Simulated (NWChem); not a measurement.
## Predicting a hybrid from its neighbours: CH2I2

CH2I2: 5 atoms, total charge 0, spin state singlet. As SMILES, `ICI`. The shape is that of a PBE0-D4/def2-TZVP optimisation.

The electronic atomisation energy y, in eV, basis def2-SVP with a core potential; a is the functional's share of exact exchange. Programs: NWChem 7.3.0.

| functional | program | a | y (eV) |
| --- | --- | --- | --- |
| TPSS | NWChem | 0 | 14.11 |
| r2SCAN | NWChem | 0 | 13.99 |
| B3LYP | NWChem | 0.2 | 13.64 |
| PBE0 | NWChem | 0.25 | ? |
| BHLYP | NWChem | 0.5 | 13.13 |

Problem. Fit y = c + s·a to the known rows and predict PBE0.

Solution. 
1. Means of the 4 rows: a = 0.1750, y = 13.718.
2. Σ(Δa)² = 0.1675, Σ(Δa·Δy) = -0.30925, so the slope is -0.30925/0.1675 = -1.8463.
3. Intercept: 13.718 − (-1.8463) × 0.1750 = 14.041. The largest residual of the fit is 0.069.
4. PBE0: 14.041 + (-1.8463) × 0.25 = 13.58 eV.

The run gave 13.99 eV, so the prediction is off by -0.41 eV, more than the scatter of the fit. The rows mix families of semi-local functionals, which the line can't see. Spin-orbit coupling is left out.
